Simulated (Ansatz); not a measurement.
`F[BH][SnH2][SiH3]`. The species carries charge 0 and has multiplicity 1. Sn takes the def2 core potential.

Z-matrix (Å, degrees):
```
Sn
B 1 2.268
Si 1 2.568 2 110.9
H 1 1.711 2 110.0 3 119.2
H 1 1.710 2 111.9 3 -121.3
F 2 1.318 1 119.6 3 94.3
H 2 1.202 1 123.8 3 -84.0
H 3 1.487 1 110.1 2 58.1
H 3 1.487 1 110.1 2 -61.5
H 3 1.487 1 110.6 2 178.3
```

(1) List the harmonic frequencies (cm⁻¹, unscaled) at PBE0-D4/def2-TZVP in Ansatz. (Best estimate.)

(2) Is this a minimum?

(3) Give the ideal-gas thermochemistry at 298.15 K and 1 bar (rigid rotor, harmonic oscillator; point group C1, symmetry number 1).

Answers

(1) The calculation gave: 30, 67, 87, 196, 289, 304, 403, 432, 520, 563, 589, 708, 761, 859, 940, 940, 1100, 1305, 1921, 1925, 2214, 2228, 2231, 2581.

(2) Yes, all 24 modes are real.

(3) Zero-point energy 138.7 kJ/mol; H(298) − E = 162.8 kJ/mol; entropy 388.6 J/(mol·K), of which translation 173.8, rotation 117.5, vibration 97.3; G(298) − E = 46.9 kJ/mol. Modes under 100 cm⁻¹ are hindered rotations or soft bends, so the harmonic entropy is rough.
